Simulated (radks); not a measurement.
Question: Calculated with a radial shooting solver on a logarithmic mesh with Libxc functionals: scalar-relativistic Kohn-Sham, LDA (Slater exchange, Perdew-Wang correlation), spin-polarised, spherical densities, finite nucleus; open shells are filled with parallel spins first (spin-orbit coupling, left out, can overturn this in heavy ions); Fermi nuclear charge, rms radius of each element as measured or else 0.836 A^(1/3) + 0.57 fm. Response by self-consistent Sternheimer equations with the Hartree and adiabatic LDA kernel, the relativistic mass of each level held fixed and spin-orbit coupling left out. For heavy and open-shell atoms this level of theory can miss by tens of per cent. Rank Ge, Rh, Al2+, Ir, Ba2+, Pd3+, Mo+, Yb2+ (NIST ground configurations) by static dipole polarisability, largest first.

Answer: Rh 51.34, Ir 45.32, Ge 44.39, Mo+ 22.34, Al2+ 12.49, Ba2+ 10.71, Yb2+ 7.766, Pd3+ 4.505 bohr^3.
